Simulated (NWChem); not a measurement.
# CH3FO2Si; SMILES O=C[Si@@H](O)F

```xyz
8

O      0.1150    -2.0221     0.3486
C      0.7724    -1.1857    -0.2311
Si    -0.0472     0.5490    -0.4107
O     -1.5484     0.2919     0.1959
F      0.8203     1.5724     0.5002
H      1.7997    -1.4434    -0.6016
H     -0.0949     1.1253    -1.7722
H     -1.5926    -0.5628     0.6520
```
Atoms are numbered in this order, from 1.

All runs: NWChem. Structure relaxed at the PBE0/def2-SVP level. Total energies of different functionals are on different scales.

| level | energy (Ha) | highest occupied level (eV) | orbital gap (eV) | dipole (D) |
|---|---|---|---|---|
| PBE/def2-TZVP | -579.4728 | -6.19 | 2.80 | 1.64 |
| B3LYP/def2-TZVP | -579.9474 | ___ | ___ | 1.81 |
| PBE0/def2-TZVP | -579.4973 | -7.70 | 5.46 | 1.81 |
| BLYP/def2-TZVP | -579.8836 | -6.12 | 2.87 | 1.67 |
| PW6B95/def2-TZVP | -580.5012 | -7.86 | 5.70 | 1.81 |

Some entries are withheld; supply them.


- B3LYP/def2-TZVP, highest occupied level (eV): -7.50
- B3LYP/def2-TZVP, orbital gap (eV): 5.00
